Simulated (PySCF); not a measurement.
Compound: C6H4BrNS.
Structure used (PBE0-D3(BJ)/def2-SVP), in Å, numbered top down from 1:
```xyz
13
C6H4BrNS angstrom
Br     1.4816   -1.9019    0.2600
C      0.6919   -0.2126    0.0726
C      1.3739    0.9720   -0.0013
S      0.3201    2.3425   -0.1741
C     -1.0792    1.3264   -0.1488
C     -2.4972    1.3832   -0.2220
C     -2.9285    0.0739   -0.1262
N     -1.8478   -0.7637    0.0007
C     -0.7111   -0.0122   -0.0118
H      2.4523    1.1130    0.0367
H     -3.1332    2.2580   -0.3302
H     -3.9415   -0.3220   -0.1399
H     -1.8821   -1.7693    0.0883
```

Linear response at wB97X-D/def2-SVPD (PySCF, frozen core in the response, non-relativistic). Isolated species at its PBE0-D3(BJ)/def2-SVP geometry, gas phase. Relativistic effects, spin–orbit coupling among them, are left out although an element past zinc is present.

Static isotropic polarisability: 114.68 au (16.99 Å³), principal values 69.6, 132.4, 142.0 au.

Question: What is the polarisability at 1064 nm and at the sodium D line?

Answer: 116.22 au at 1064 nm (+1.3 %), 120.04 au at 589.3 nm (+4.7 %). The rise at 589.3 nm is 3.49 times that at 1064 nm; a pure ω² law gives 3.26. The lowest singlet lies at 244 nm, shorter than both wavelengths.

Question: What is the isotropic C6 coefficient between two such molecules, C6 = (3/π)∫α(iω)² dω?

Answer: 4701 au (Eh·bohr⁶) by a ten-point quadrature over imaginary frequencies, which is 2810 eV·Å⁶ or 271 J·nm⁶/mol.

Question: Which effective excitation energy ω̄ makes London's formula C6 = (3/4)α²ω̄ exact here?

Answer: ω̄ = 4·C6/(3α²) = 0.477 Eh = 13.0 eV. A one-pole form α(ω) = α/(1 − ω²/ω̄²) fitted to the 1064 nm value gives 10.1 eV.

Question: The lowest 6 singlets have (eV, f): 5.08, 0.000; 5.13, 0.241; 5.36, 0.141; 5.62, 0.000; 5.90, 0.000; 6.11, 0.000. What share of the static polarisability do they carry in the sum over states α = Σ f/ω²?

Answer: 10.42 au, 9.1 % of α; the largest term, 6.77 au, is that of the state at 5.13 eV. Their oscillator strengths add up to 0.38. Higher states carry the rest.

Question: What three-body coefficient follows from the one-pole estimate C9 = (3/4)·α·C6?

Answer: 404000 au. This is an estimate from the two numbers above, not a computed integral.

Question: How anisotropic is the static polarisability, by Δα² = ½[(α1 − α2)² + (α2 − α3)² + (α3 − α1)²]?

Answer: Δα = 68.1 au, or 0.59 of the isotropic value.

Question: What n − 1 at the D line would an ideal gas of it have at 273.15 K and 1 atm (2.6868 × 10¹⁹ cm⁻³), by n − 1 = 2π·N·α′?

Answer: 30.03 × 10⁻⁴, a formal value whether or not that pressure can be reached.

Cost: about 2.8 min of CPU time on one thread; the machine was shared, so the figure is rough. This is the whole response run at wB97X-D/def2-SVPD, SCF included.

wB97X-D is run here without its empirical dispersion term; that term would change no orbital, density or response property at a fixed geometry.
